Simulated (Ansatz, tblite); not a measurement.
Cost and result up the ladder for Cs5⁻ (the lowest singlet isomer of a short search) (5 atoms). Charge -1, multiplicity 1. Geometry: PBE0/def2-TZVPD.

```xyz
5

Cs   -4.827   -0.371    2.310
Cs    2.365    1.630   -2.623
Cs    0.029   -1.587    1.623
Cs   -2.441    2.544   -1.645
Cs    4.874   -2.216    0.335
```

Ansatz on 4 threads of Arm Neoverse V1 on a shared host; xTB runs through tblite on one thread. Times are rough, summed over both states, and most runs start from the orbitals of an earlier one. PBE0/def2-TZVPD serves as the yardstick here, not as an exact answer. The other state is a quintet at its own geometry.

In the def2 sets Cs takes a core potential; there is no spin–orbit coupling. The xTB rows come from tblite. The structure comes from a short search, and lower isomers may exist.

Run but left out: HF/def2-TZVPD, r2SCAN/def2-TZVPD (singlet: restricted singlet, unstable towards broken spin symmetry); B97M-V/def2-TZVPD, B3LYP/def2-TZVPD, r2SCAN0/def2-TZVPD, HSE06/def2-TZVPD, RPA@PBE/def2-TZVPD (singlet: restricted singlet, unstable towards broken spin symmetry at other levels and untested here).

xTB has no spin-polarisation term.

| level | functions | wall time | quintet − singlet (eV) | difference from PBE0/def2-TZVPD (eV) | remarks |
| --- | --- | --- | --- | --- | --- |
| GFN1-xTB | 20 | 0.005 s | 3.07 | 2.51 | – |
| GFN2-xTB | 20 | 0.008 s | 1.53 | 0.98 | – |
| PBE/def2-TZVPD | 160 | 14 s | 0.63 | 0.08 | HOMO above zero (quintet) |
| PBE0/def2-TZVPD | 160 | 30 s | 0.56 | 0.00 | – |
